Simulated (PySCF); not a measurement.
## As(OH)₃: from structure and modes to constants

Computed with PBE0/[As def2-SVP, O def2-SVP, H def2-SVP], no relativity, density fitting, PySCF.

The singlet minimum has C1 symmetry. Masses (u): As 74.92160, O 15.99492, H 1.00782.

```xyz
7
charge 0 multiplicity 1, angstrom
As    0.0279    0.3657   -0.0754
O     0.1706   -0.2499    1.5819
O     1.2275   -0.6533   -0.8957
O    -1.4460   -0.6345   -0.3332
H    -0.5152   -0.9218    1.7126
H     1.2103   -1.5592   -0.5545
H    -1.8686   -0.4480   -1.1802
```

Harmonic wavenumbers (cm⁻¹): 116.2 (a, ×1), 204.3 (a, ×1), 275.8 (a, ×1), 309.5 (a, ×1), 352.2 (a, ×1), 382.0 (a, ×1), 667.2 (a, ×1), 696.7 (a, ×1), 717.7 (a, ×1), 925.3 (a, ×1), 934.9 (a, ×1), 983.5 (a, ×1), 3823.5 (a, ×1), 3834.7 (a, ×1), 3886.0 (a, ×1).

Find the principal moments of inertia and the rotational constants. What kind of rotor is it?

About the centre of mass I = 83.904, 94.095, 123.7 u Å². With B = 16.8576/I this gives 0.2009, 0.1792, 0.1363 cm⁻¹. The molecule is an asymmetric top with κ = 0.33.

What is the harmonic zero-point energy?

Half the sum of all 15 wavenumbers, 18109/2 = 9055 cm⁻¹, which is 108.3 kJ/mol (1 cm⁻¹ = 0.0119627 kJ/mol).

Find the vibrational entropy and heat capacity at 298.15 K.

With u = 1.43878 ω/T, each mode gives S = R[u/(eᵘ−1) − ln(1−e⁻ᵘ)] and C = R u² eᵘ/(eᵘ−1)².
| ω (cm⁻¹) | u | S (J/(mol K)) | C (J/(mol K)) |
| --- | --- | --- | --- |
| 116.2 | 0.561 | 13.23 | 8.10 |
| 204.3 | 0.986 | 8.76 | 7.67 |
| 275.8 | 1.331 | 6.53 | 7.19 |
| 309.5 | 1.494 | 5.71 | 6.93 |
| 352.2 | 1.700 | 4.84 | 6.57 |
| 382.0 | 1.843 | 4.31 | 6.31 |
| 667.2 | 3.220 | 1.45 | 3.74 |
| 696.7 | 3.362 | 1.30 | 3.50 |
| 717.7 | 3.463 | 1.20 | 3.33 |
| 925.3 | 4.465 | 0.53 | 1.95 |
| 934.9 | 4.511 | 0.51 | 1.90 |
| 983.5 | 4.746 | 0.42 | 1.66 |
| 3823.5 | 18.451 | 0.00 | 0.00 |
| 3834.7 | 18.505 | 0.00 | 0.00 |
| 3886.0 | 18.752 | 0.00 | 0.00 |
The sums over all modes are S = 48.8 and C = 58.8 J/(mol K); the softest mode gives 27 % of the entropy.

Give the standard entropy (298.15 K, 1 bar) by its translational, rotational, vibrational and spin parts, and Cp.

Sackur–Tetrode with M = 125.93 u gives 169.2; rotation with symmetry number 1 gives 105.9; vibration 48.8; spin R ln 1 = 0.0. The total is 323.8 J/(mol K), and Cp = 4 R + 58.8 = 92.1 J/(mol K).

Other isomers or separated fragments may lie lower.
